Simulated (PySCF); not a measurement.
Precursor series Ti Cl-H. All species are isolated molecules in the gas phase.

The numbers are results of PySCF 2.14.0 with B3LYP-D3(BJ)/def2-TZVP // r2SCAN-D4/def2-SVP, not measurements. B3LYP has the VWN-RPA correlation part, as in Gaussian. 

| species | HOMO–LUMO gap (eV) | charge on the central atom (Mulliken) (e) | mean distance from the central atom to its bonded neighbours (Å) |
|---|---|---|---|
| 0 of 4 Cl replaced by H ([Ti(Cl)4]) | 5.35 | 1.08 | 2.167 |
| 1 of 4 Cl replaced by H ([Ti(Cl)3(H)]) | 5.62 | (withheld) | 2.039 |
| 2 of 4 Cl replaced by H ([Ti(Cl)2(H)2]) | 5.41 | 0.86 | (withheld) |
| 3 of 4 Cl replaced by H ([Ti(Cl)(H)3]) | 5.44 | 0.74 | 1.805 |
| 4 of 4 Cl replaced by H ([Ti(H)4]) | 5.43 | (withheld) | 1.692 |

Q: Complete the blanks.

A: 
- 1 of 4 Cl replaced by H ([Ti(Cl)3(H)]), charge on the central atom (Mulliken) (e): 0.96
- 2 of 4 Cl replaced by H ([Ti(Cl)2(H)2]), mean distance from the central atom to its bonded neighbours (Å): 1.920
- 4 of 4 Cl replaced by H ([Ti(H)4]), charge on the central atom (Mulliken) (e): 0.61
